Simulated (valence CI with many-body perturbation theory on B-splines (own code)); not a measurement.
Results of a calculation; reference values are marked as such.
Run record, Cu²³⁺

Level of theory: relativistic CI+MBPT: four valence electrons over a frozen Dirac-Fock core [He], radial functions for each j: 6 s, 6 p, 5 d, 3 f, 1 g, with the one-electron correlation potential Σ1 (screened to all orders), the two-electron term Σ2, the three-electron term Σ3, Breit, model QED; selected single and double excitations, second order for the rest (own B-spline code, finite nucleus).

Command, and the settings that its task file holds:

```sh
python run_cv.py task.json out
```

```
atom Cu  Z=29  mass_number=63  rms_radius_fm=3.8823
core [He]
valence 2s2 2p2
avg = 1
basis = S
breit = 1
cap = 10000
capref = 1200
cscale = 1
de = 0.0
dress = 0
eps = 2e-08
h = 0.27
hh = 1
l2 = 3
lcore = 6
maxit = 60
n2 = 5
natural = 1
nlev = 21
nno = [3, 3, 3, 2, 1]
nroot = 26
nsp = [3, 3, 2, 1, 0]
pt2 = 1
qed = 1
rpa = 1
s1 = 1
s2 = -1
s3 = 1
screen = 1
tol = 2e-05
```

It took 32 s on 1 thread of Intel(R) Xeon(R) Processor @ 2.50GHz (Skylake/Cascade Lake), on a shared host.

Log. The first blocks belong to the next ion, which gives the ionisation energy. Fields: 2J, parity (1 odd), roots, reference size, generating configurations, candidates as configurations/state functions, variational space P, stored matrix elements, Davidson steps; e2 is the range of second-order energies in hartree. The first line gives the box (bohr), its intervals, the orbitals and the steps of their self-consistent field. Window is the range of levels sought, series limit the energy at which the first omitted orbital would enter, core excitation an estimate of the first excitation out of the core, left out the lowest levels not solved, and shifts from estimates the range by which levels moved from their first estimate, all in cm⁻¹.

```
rmax 2.4 intervals 57 orbitals 36 references ['2s2 2p2', '2s 2p3', '2p4'] scf 4 t 0.9
2J=1 par=1 roots 2 ref 40 generators 2 cand 653/925 P 526/786 nnz 0 it 0
2J=1 par=1 roots 2 ref 40 generators 4 cand 511/642 P 647/950 nnz 0 it 0
   second order: generators 11 cand 1242/1766 e2 -0.00002 -0.00001
2J=3 par=1 roots 2 ref 61 generators 4 cand 812/1500 P 525/1000 nnz 0 it 0
2J=3 par=1 roots 2 ref 61 generators 7 cand 1041/1883 P 800/1509 nnz 0 it 4
   second order: generators 17 cand 1889/3960 e2 -0.00001 -0.00001
reference levels 448, estimated 345, window 9899182 1/cm; series limit 13498174, core excitation 66165154
2J=0 par=0 roots 6 ref 28 generators 13 cand 2154/3432 P 2353/3538 nnz 9.2e+05 it 4
2J=0 par=0 roots 6 ref 28 generators 19 cand 2468/4081 P 3126/4846 nnz 1.6e+06 it 5
   second order: generators 36 cand 5179/8968 e2 -0.00004 -0.00001
2J=2 par=0 roots 8 ref 58 generators 19 cand 3954/14860 P 1568/4684 nnz 2e+06 it 5
2J=2 par=0 roots 8 ref 58 generators 24 cand 4772/17539 P 3059/9999 nnz 7.6e+06 it 7
   second order: generators 45 cand 7811/31207 e2 -0.00007 -0.00001
2J=4 par=0 roots 7 ref 64 generators 19 cand 4267/20596 P 1529/5184 nnz 2.7e+06 it 8
2J=4 par=0 roots 7 ref 64 generators 21 cand 4406/21340 P 2665/9998 nnz 8.3e+06 it 8
   second order: generators 37 cand 6684/38356 e2 -0.00021 -0.00002
2J=4 par=1 roots 7 ref 67 generators 16 cand 4306/20562 P 1444/5084 nnz 2.6e+06 it 7
2J=4 par=1 roots 7 ref 67 generators 20 cand 5072/25810 P 2586/9998 nnz 8.3e+06 it 7
   second order: generators 47 cand 9642/52450 e2 -0.00027 -0.00001
2J=2 par=1 roots 7 ref 62 generators 18 cand 3738/13955 P 1687/4883 nnz 2.2e+06 it 5
2J=2 par=1 roots 7 ref 62 generators 23 cand 4225/15826 P 3109/9996 nnz 7.3e+06 it 7
   second order: generators 44 cand 7520/29674 e2 -0.00008 -0.00001
2J=6 par=1 roots 2 ref 47 generators 6 cand 2833/16093 P 1046/3561 nnz 1.5e+06 it 5
2J=6 par=1 roots 2 ref 47 generators 9 cand 3530/18412 P 2315/9721 nnz 8.8e+06 it 6
   second order: generators 20 cand 5306/33007 e2 -0.00007 -0.00001
2J=0 par=1 roots 3 ref 24 generators 9 cand 2172/3406 P 2304/3533 nnz 9.1e+05 it 4
2J=0 par=1 roots 3 ref 24 generators 12 cand 1668/2627 P 2946/4591 nnz 1.5e+06 it 4
   second order: generators 22 cand 2841/4327 e2 -0.00001 -0.00001
2J=6 par=0 roots 2 ref 41 generators 9 cand 3112/15512 P 1089/3556 nnz 1.4e+06 it 5
2J=6 par=0 roots 2 ref 41 generators 11 cand 3456/18422 P 2457/9974 nnz 8.7e+06 it 6
   second order: generators 21 cand 5256/32783 e2 -0.00005 -0.00003
2J=8 par=1 roots 1 ref 24 generators 4 cand 2184/10695 P 1000/3531 nnz 1.5e+06 it 5
2J=8 par=1 roots 1 ref 24 generators 6 cand 2422/13627 P 1787/7215 nnz 5.5e+06 it 5
   second order: generators 14 cand 4973/32747 e2 -0.00005 -0.00005
left out: unestimated 14320555, estimated 10483901, shifts from estimates -6 to 114
operators 0.3
```

The Davidson iterations converged. The settings are bad on purpose, so the numbers may not be properties of the ion.

No measured levels were compared; by estimate levels of excited configurations hold to 0.05 to 0.15 % of their energy, terms of the ground configuration to about 0.5 %.

```
Valence energy                            : -351.2449 hartree
Ionisation energy                         : 2182.5 eV (NIST: 2179.4 ± 1.5 eV (semi-empirical))
Reference configurations for the orbitals : 2s2 2p2, 2s 2p3, 2p4
Radial orbitals                           : 36
Box radius                                : 2.432 bohr
Largest variational space                 : 9999
Lowest levels                             : 2s2.2p2 3P_0 0.00, 2s2.2p2 3P_1 16.40, 2s2.2p2 3P_2 23.37, 2s2.2p2 1D_2 46.31, 2s2.2p2 1S_0 64.34, 2s.2p3 5S°_2 79.77, 2s.2p3 3D°_1 119.06, 2s.2p3 3D°_2 120.28, 2s.2p3 3D°_3 126.53, 2s.2p3 3P°_0 142.48, 2s.2p3 3P°_1 144.64, 2s.2p3 3P°_2 148.55, 2s.2p3 3S°_1 166.55, 2s.2p3 1D°_2 174.86 eV
```

Names give the largest LS component (configuration and term), which can be under half, so a name can repeat, a term be missing and a line seem to break the LS rules; names also repeat where a configuration has a term twice.
